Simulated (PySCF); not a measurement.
Compound: C5H5NO.
Numbering: `[CH2:1]=[N:2][c:3]1[cH:4][cH:5][o:6][cH:7]1` (hydrogens: H8, H9 on C1; H10 on C4; H11 on C5; H12 on C7)

Geometry (GFN2-xTB, Å), atoms numbered from 1 in this order:
```
atom  x, y, z in Å
C1     2.372    0.093    0.181
N2     1.329    0.710    0.515
C3     0.068    0.210    0.285
C4    -1.087    1.012    0.042
C5    -2.126    0.145   -0.053
O6    -1.715   -1.122    0.134
C7    -0.387   -1.086    0.323
H8     3.324    0.534    0.437
H9     2.391   -0.856   -0.363
H10   -1.106    2.076   -0.062
H11   -3.171    0.297   -0.237
H12    0.108   -2.013    0.537
```

The closed-shell ground state was solved at several levels (PySCF, density fitting, gas phase, non-relativistic).

```tsv
level	basis functions	HOMO (eV)	LUMO (eV)	gap (eV)	dipole (D)
CAM-B3LYP/def2-SVPD	183	-7.82	0.02	7.84	1.17
PBE0/pcSseg-1	144	-6.54	-1.01	5.53	1.17
```

Task: Estimate the row for B3LYP/pcJ-1, a basis of 239 functions; the other rows only guide the guess.

Result: HOMO -6.32 eV, LUMO -1.23 eV, gap 5.09 eV, dipole 1.11 D.

Task: Over all these levels, which gives the widest orbital gap and which the narrowest?

Result: CAM-B3LYP/def2-SVPD (range-separated hybrid) has the widest, 7.84 eV, and B3LYP/pcJ-1 (global hybrid, 20 % exact exchange) the narrowest, 5.09 eV. Functional and basis both differ between the two, so the spread mixes both effects.

Task: How far do the dipole and the HOMO energy spread over the levels?

Result: The dipole runs from 1.11 to 1.17 D (mean 1.15 D) and the HOMO from -7.82 to -6.32 eV.

One conformer stands for the species.
